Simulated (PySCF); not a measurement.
Atoms are numbered as in `[CH3:1][CH2:2][B:3]([F:4])[O:5][CH3:6]`. Each H is labelled by its parent atom.

Geometry: PBE0-D3(BJ)/def2-SVP; GIAO absolute shieldings from PySCF, gas phase, non-relativistic, averaged over equivalent atoms.

At B97-2/pcSseg-1 (142 basis functions, 9.4 s wall time on 1 thread of an Arm Neoverse V2, shared host):
```tsv
atoms	σ (ppm)
C6	132.8
C1	173.8
C2	175.5
B3	72.8
F4	272.9
O5	224.7
H(C6)	27.60
H(C1)	30.47
H(C2)	30.66
```

Task: Estimate the result of repeating the calculation with B3LYP/pcSseg-1.

Result: 
```
atoms  σ at B3LYP/pcSseg-1  change
   C6                127.7    -5.1
   C1                169.5    -4.3
   C2                170.6    -4.9
   B3                 67.6    -5.2
   F4                266.1    -6.8
   O5                217.3    -7.4
H(C6)                27.56   -0.04
H(C1)                30.47   +0.00
H(C2)                30.66   +0.00
```

The largest change is at O5 (oxygen bonded to C, B). Cost: 142 basis functions, 9.2 s wall time on 1 thread of an Arm Neoverse V2, shared host. The order of the carbon signals is the same at both levels.

A carbon bonded to boron is broadened by the quadrupolar boron nucleus and is often missing from a measured spectrum.
